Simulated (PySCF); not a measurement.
Work out the structure from these simulated measurements.

Formula: C6H15Al.

| Quantity | Value |
| --- | --- |
| Dipole | 0.40 D [CAM-B3LYP/def2-SVPD] |
| UV, strongest line | among the 15 lowest singlet transitions: S4 at 6.70 eV (185 nm, f = 0.098) [TDDFT CAM-B3LYP/def2-SVPD] |
| XPS | C1s 289.1, C1s 289.3 (×2), C1s 290.4 (×2), C1s 290.4, Al1s 1565.8 eV [ΔSCF SCAN, pcX-2 on the ionised atom, pcseg-1 elsewhere, spin-free X2C] |
| UV, first state | lowest singlet excitation: 5.33 eV (233 nm, f = 0.002) [TDDFT CAM-B3LYP/def2-SVPD] |
| Rotational structure | rotational constants A, B, C: 2.580, 1.343, 1.058 GHz [PBE0-D3(BJ)/def2-SVP] |
| 13C NMR | chemical shifts (computed TMS as zero) by class: 32.0 (1 C), 31.2 (2 C), 28.7 (1 C), -4.3 (2 C) ppm [GIAO B3LYP/pcSseg-1 (pcSseg-2 on Al)] |
| NMR, other nuclei | isotropic shieldings of nuclei other than C and H, by class: 224 (1 Al) ppm [GIAO B3LYP/pcSseg-1 (pcSseg-2 on Al)] |

The electronic properties come from PySCF, for the isolated species, density fitting. Levels stand in brackets. NMR shifts are as computed; neighbouring signals can stand in another order in a measured spectrum. The structure is a single PBE0-D3(BJ)/def2-SVP conformer in the gas phase; no vibrational or solvent corrections. Each NMR value is the plain mean over a class of atoms that symmetry, rotation or inversion makes alike.

Q: Give a SMILES that accounts for the data.

A: 6 carbons fall into 4 classes; from least to most shielded: carbon bonded to 3 C and H (32.0 ppm), carbon bonded to C and 3 H (31.2 ppm, 2 C), carbon bonded to Al, C and 2 H (28.7 ppm), carbon bonded to Al and 3 H (-4.3 ppm, 2 C). The other shieldings belong to: 224 ppm, aluminium bonded to 3 C. The core levels belong to: C1s 289.1 eV, carbon bonded to Al, C and 2 H; C1s 289.3 eV, carbon bonded to Al and 3 H; C1s 290.4 eV, carbon bonded to C and 3 H; C1s 290.4 eV, carbon bonded to 3 C and H; Al1s 1565.8 eV, aluminium bonded to 3 C. One atom of each topological class was ionised and stands for its class. By its constants the optimised geometry is an asymmetric top. Structure: `[CH3][Al]([CH3])[CH2]C(C)C` (AlMe2(iBu)). Computed isomers that give other values at the same levels: `C[CH2][Al]([CH2]C)[CH2]C` (core binding energies: C1s 289.3 (×3), C1s 290.4 (×3), Al1s 1565.6 eV); `[CH3][Al]([CH3])[C](C)(C)C` (13C chemical shifts (computed TMS as zero) by class: 29.1 (3 C), 20.5 (1 C), -10.0 (2 C) ppm). The assignments are read from this structure; whether some other isomer fits the data as well wasn't checked.
